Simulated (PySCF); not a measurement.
# One molecule, several mistakes: AlB3H4

Calculated results; nothing here was measured. They come from PySCF 2.14.0, an open-source quantum chemistry program, on an isolated molecule that a program drew, which may never have been made. The molecule is AlB3H4 (charge 0, singlet), drawn as the SMILES string `B[B](B)[Al]`.

Each row is a Hartree-Fock (HF) and frozen-core CCSD(T) single point in the cc-pV(D+d)Z basis, meant for a local HF minimum. Run 1 is clean. Each other run has one planted mistake out of seven kinds, and not every kind appears here: one electron removed, one electron added, multiplicity raised by two, geometry at a saddle point, minimal basis STO-3G, one bond length entered in bohr, all coordinates scaled. The reference is restricted for singlets and unrestricted otherwise, and also for a bond in bohr. Adding or removing an electron swaps singlet and doublet. Electrons count all cores. HOMO and LUMO are orbital energies over both spins, the gradient is its largest component, and the lowest frequency (negative if imaginary) is given only where the gradient is small. Bond lengths are over the 7 bonds as drawn. T1 is the CCSD diagnostic: over 0.02 (restricted) or 0.045 (unrestricted) a single reference is doubtful.

Geometry of the clean run:
```xyz
8
AlB3H4, angstrom
B    -2.4805    0.7839    0.0344
B    -2.1067   -0.7494   -0.3898
B    -2.1078   -1.5340   -1.8233
Al   -1.4488   -2.0626    1.3799
H    -3.5951    1.0840    0.3810
H    -1.6390    1.6459    0.0714
H    -3.0765   -2.1418   -2.2039
H    -1.1206   -1.5789   -2.5133
```

```
run  electrons  basis functions  <S^2>  HOMO (eV)  LUMO (eV)  gradient (hartree/bohr)  lowest frequency (cm^-1)  mean bond (Å)  longest bond (Å)      T1  HF (hartree)  CCSD(T) (hartree)                          mistake
  1         32               85  0.000      -7.41       0.22                  2.7e-05                       123         1.4842             2.300  0.0239    -318.20148         -318.56223                         no fault
  2         32               85  1.025      -7.77       0.24                  2.1e-02                         -         1.6373             2.300  0.0903    -318.08999         -318.44826  one bond length entered in bohr
  3         31               85  0.798     -14.61      -5.74                  2.2e-02                         -         1.4842             2.300  0.0233    -317.96145         -318.28239                                ?
  4         33               85  0.856      -0.98       5.27                  9.6e-03                         -         1.4842             2.300  0.0461    -318.21470         -318.59674                                ?
```

**Which mistake was planted in run 3, and what did it cost?**

It counts 31 electrons, one fewer than the clean run, at the same geometry and basis. So the mistake is: one electron removed. Subtracting run 1 and multiplying by 627.51 kcal/mol a hartree, the energy moved by 150.6 kcal/mol in HF and 175.6 kcal/mol in CCSD(T).

**Which mistake was planted in run 4, and what did it cost?**

It counts 33 electrons, one more than the clean run, at the same geometry and basis. So the mistake is: one electron added. Subtracting run 1 and multiplying by 627.51 kcal/mol a hartree, the energy moved by -8.3 kcal/mol in HF and -21.7 kcal/mol in CCSD(T).

Cautions from the logs. Run 1: T1 is over the limit, so its CCSD(T) energy is less reliable; run 2: T1 is over the limit, so its CCSD(T) energy is less reliable; run 4: T1 is over the limit, so its CCSD(T) energy is less reliable.
